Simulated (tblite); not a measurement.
A geometry optimisation, step by step.

Species: C4H9GaSi.
SMILES with atom numbers: `[CH3:1][C:2]#[C:3][SiH2:4][CH2:5][GaH2:6]` (hydrogens: H7, H8, H9 on C1; H10, H11 on Si4; H12, H13 on C5; H14, H15 on Ga6)

Computed with GFN2-xTB (tblite), gas phase: L-BFGS steps from a force-field or distance-geometry start until the largest atomic force falls under 0.01 eV/Å. 6 of its 250 geometries are shown.

Step 0: E = -433.6992 eV, largest atomic force 2.776 eV/Å
```
atom  x, y, z in Å  |  force x, y, z in eV/Å
C1      3.426    0.298    0.643   -0.757   0.471   0.100
C2      2.050    0.022    0.179    2.635   0.445   0.750
C3      0.945   -0.233   -0.184   -1.174  -0.198  -0.249
Si4    -0.755   -0.564   -0.769   -0.025  -0.301  -1.084
C5     -1.954   -0.811    0.646   -0.710  -0.908   1.053
Ga6    -3.075    0.811    0.614    0.359   0.594  -1.542
H7      3.682    1.369    0.409   -0.158  -1.094   0.247
H8      4.148   -0.387    0.191   -0.219   0.234  -0.099
H9      3.450    0.131    1.737    0.044   0.254  -0.477
H10    -0.704   -1.760   -1.648   -0.018   0.002   0.223
H11    -1.256    0.529   -1.605    0.119   0.242  -0.107
H12    -1.427   -0.968    1.591   -0.114  -0.282  -0.006
H13    -2.687   -1.633    0.474    0.694   0.039   0.079
H14    -3.444    1.010   -1.006   -0.728  -0.186   0.371
H15    -2.406    2.192    0.764    0.051   0.687   0.742
```

Step 50: E = -434.5292 eV, largest atomic force 0.074 eV/Å
```
atom  x, y, z in Å  |  force x, y, z in eV/Å
C1      3.449    0.288    0.700    0.004  -0.002   0.011
C2      2.143   -0.041    0.175   -0.009   0.015   0.001
C3      1.052   -0.317   -0.257   -0.022  -0.001   0.012
Si4    -0.612   -0.738   -0.937   -0.006   0.024  -0.070
C5     -1.909   -0.676    0.473   -0.003   0.017  -0.001
Ga6    -2.997    1.019    0.393    0.007  -0.033   0.008
H7      3.693    1.327    0.480   -0.020   0.008  -0.022
H8      4.204   -0.355    0.249    0.000  -0.007   0.001
H9      3.460    0.147    1.780    0.007  -0.015   0.018
H10    -0.570   -2.094   -1.510    0.020   0.001   0.008
H11    -0.941    0.246   -1.999    0.002  -0.026   0.012
H12    -1.410   -0.777    1.442    0.007  -0.005   0.015
H13    -2.587   -1.530    0.366    0.000  -0.010   0.005
H14    -4.252    1.185   -0.563    0.005   0.009  -0.004
H15    -2.728    2.324    1.245    0.008   0.026   0.009
```

Step 100: E = -434.5455 eV, largest atomic force 0.124 eV/Å
```
atom  x, y, z in Å  |  force x, y, z in eV/Å
C1      3.174    0.477    0.738    0.026  -0.025  -0.022
C2      1.971    0.005    0.091   -0.102   0.070   0.012
C3      0.950   -0.369   -0.430    0.055   0.039   0.041
Si4    -0.675   -0.979   -1.059    0.016  -0.057  -0.005
C5     -1.888   -0.801    0.410   -0.026   0.024  -0.009
Ga6    -2.540    1.104    0.517   -0.010   0.022   0.005
H7      3.342    1.530    0.509   -0.033  -0.030   0.006
H8      4.031   -0.100    0.396    0.050  -0.020  -0.013
H9      3.075    0.356    1.817    0.017   0.029  -0.005
H10    -0.510   -2.388   -1.458   -0.040   0.018   0.013
H11    -1.144   -0.164   -2.198    0.031  -0.001  -0.037
H12    -1.379   -1.074    1.342   -0.063  -0.054  -0.037
H13    -2.735   -1.482    0.266    0.053   0.020   0.039
H14    -3.578    1.728   -0.515    0.031  -0.018   0.019
H15    -2.098    2.168    1.609   -0.006  -0.018  -0.008
```

Step 149: E = -434.7450 eV, largest atomic force 0.089 eV/Å
```
atom  x, y, z in Å  |  force x, y, z in eV/Å
C1      2.452    0.997    0.677   -0.013  -0.011  -0.041
C2      1.414    0.175    0.081    0.047  -0.003   0.033
C3      0.664   -0.588   -0.495   -0.002   0.004   0.005
Si4    -0.859   -1.498   -1.093    0.008  -0.017   0.054
C5     -2.160   -0.645    0.014   -0.022  -0.015   0.019
Ga6    -1.005    0.803    0.865   -0.024  -0.020  -0.024
H7      2.369    2.016    0.295   -0.009   0.017   0.019
H8      3.439    0.606    0.427   -0.042  -0.014   0.029
H9      2.330    1.018    1.763   -0.003  -0.012  -0.066
H10    -0.670   -2.929   -0.822    0.009   0.001   0.023
H11    -1.003   -1.259   -2.532   -0.017   0.051  -0.019
H12    -2.533   -1.348    0.769    0.000   0.047  -0.075
H13    -3.025   -0.299   -0.561    0.054  -0.026   0.024
H14    -0.852    2.251    0.281   -0.004  -0.018   0.012
H15    -0.565    0.708    2.368    0.016   0.016   0.009
```

Step 199: E = -434.7516 eV, largest atomic force 0.028 eV/Å
```
atom  x, y, z in Å  |  force x, y, z in eV/Å
C1      2.450    1.033    0.639    0.002   0.002   0.003
C2      1.420    0.182    0.078    0.019   0.009   0.018
C3      0.672   -0.611   -0.458   -0.013  -0.010  -0.016
Si4    -0.842   -1.546   -1.034   -0.001  -0.001  -0.011
C5     -2.183   -0.542   -0.122    0.001   0.005   0.005
Ga6    -1.002    0.710    0.965   -0.002  -0.002  -0.007
H7      2.401    2.023    0.183    0.000  -0.004  -0.007
H8      3.436    0.603    0.461    0.004   0.001   0.004
H9      2.289    1.136    1.715   -0.013   0.003  -0.001
H10    -0.717   -2.936   -0.579    0.003   0.008  -0.002
H11    -0.899   -1.447   -2.498    0.002  -0.006  -0.001
H12    -2.828   -1.192    0.475   -0.006  -0.006   0.011
H13    -2.828   -0.019   -0.834   -0.001   0.006   0.001
H14    -0.808    2.226    0.606    0.003  -0.006   0.003
H15    -0.565    0.388    2.437    0.003   0.003   0.001
```

Step 249: E = -434.7656 eV, largest atomic force 0.006 eV/Å
```
atom  x, y, z in Å  |  force x, y, z in eV/Å
C1      2.433    1.049    0.609   -0.001   0.000   0.002
C2      1.413    0.208    0.016   -0.002   0.000  -0.002
C3      0.657   -0.552   -0.555    0.003   0.004   0.003
Si4    -0.871   -1.478   -1.113    0.004   0.000  -0.002
C5     -2.166   -0.624    0.000   -0.001  -0.001  -0.001
Ga6    -0.959    0.665    1.013   -0.001   0.000  -0.001
H7      2.860    1.713   -0.143   -0.002  -0.002   0.000
H8      3.225    0.435    1.038    0.002  -0.001   0.001
H9      1.979    1.653    1.402   -0.001  -0.001  -0.006
H10    -0.663   -2.901   -0.821   -0.001  -0.001   0.000
H11    -1.046   -1.230   -2.550    0.000   0.000   0.001
H12    -2.676   -1.351    0.638   -0.001  -0.001   0.003
H13    -2.936   -0.132   -0.600    0.000   0.002  -0.001
H14    -0.834    2.185    0.643    0.000   0.000   0.000
H15    -0.421    0.368    2.458    0.000   0.000   0.002
```

Problem. Summarise the path.

Solution. The energy falls by 24.59 kcal/mol from step 0 to step 249; nine tenths of that is first reached at step 122. It rises by more than 0.2 meV at steps 118, 207, 210, 213, 216, 219, 222 and 225 and others. The largest force goes from 2.776 to 0.006 eV/Å. Among the bonds Ga6–H14 changes most, from 1.674 to 1.570 Å; the atoms move by 1.814 Å rms after alignment.

Problem. Follow the three bonds and two angles with the largest change from start to end.

Solution. 
| step | E above end (kcal/mol) | largest force (eV/Å) | Ga6–H14 (Å) | C5–Ga6 (Å) | C3–Si4 (Å) | C5–Ga6–H14 (°) | H14–Ga6–H15 (°) |
| --- | --- | --- | --- | --- | --- | --- | --- |
| 0 | 24.59 | 2.776 | 1.674 | 1.971 | 1.828 | 103.8 | 94.8 |
| 11 | 8.81 | 0.310 | 1.606 | 2.004 | 1.845 | 115.4 | 114.1 |
| 22 | 6.37 | 0.209 | 1.591 | 2.014 | 1.842 | 122.8 | 110.5 |
| 32 | 5.66 | 0.137 | 1.585 | 2.015 | 1.840 | 123.9 | 111.3 |
| 43 | 5.51 | 0.049 | 1.589 | 2.015 | 1.848 | 123.2 | 112.3 |
| 54 | 5.43 | 0.026 | 1.587 | 2.014 | 1.846 | 122.4 | 111.4 |
| 65 | 5.41 | 0.014 | 1.587 | 2.014 | 1.846 | 122.1 | 111.5 |
| 76 | 5.39 | 0.028 | 1.588 | 2.013 | 1.846 | 122.4 | 112.3 |
| 87 | 5.34 | 0.033 | 1.587 | 2.013 | 1.846 | 124.3 | 111.5 |
| 97 | 5.16 | 0.069 | 1.589 | 2.020 | 1.847 | 123.2 | 111.3 |
| 108 | 4.82 | 0.208 | 1.589 | 2.016 | 1.848 | 122.5 | 111.7 |
| 119 | 2.94 | 0.449 | 1.534 | 2.038 | 1.892 | 124.2 | 109.4 |
| 130 | 1.08 | 0.099 | 1.568 | 2.034 | 1.869 | 121.5 | 112.8 |
| 141 | 0.68 | 0.092 | 1.567 | 2.036 | 1.867 | 124.5 | 113.0 |
| 152 | 0.42 | 0.061 | 1.567 | 2.033 | 1.869 | 123.7 | 112.2 |
| 162 | 0.37 | 0.025 | 1.567 | 2.034 | 1.871 | 122.8 | 112.3 |
| 173 | 0.35 | 0.026 | 1.569 | 2.035 | 1.872 | 122.3 | 112.0 |
| 184 | 0.34 | 0.023 | 1.569 | 2.035 | 1.871 | 122.8 | 112.1 |
| 195 | 0.33 | 0.011 | 1.569 | 2.036 | 1.870 | 123.1 | 112.2 |
| 206 | 0.26 | 0.099 | 1.567 | 2.036 | 1.873 | 123.2 | 112.1 |
| 217 | 0.17 | 0.024 | 1.569 | 2.036 | 1.871 | 122.8 | 112.4 |
| 227 | 0.11 | 0.025 | 1.569 | 2.036 | 1.872 | 122.8 | 112.2 |
| 238 | 0.05 | 0.113 | 1.570 | 2.036 | 1.870 | 122.6 | 111.5 |
| 249 | 0.00 | 0.006 | 1.570 | 2.036 | 1.871 | 122.9 | 111.9 |

The cost below is that of the whole relaxation. Hardware: one thread of an Arm Neoverse V2, on a shared host. Cost: 1.5 s wall.
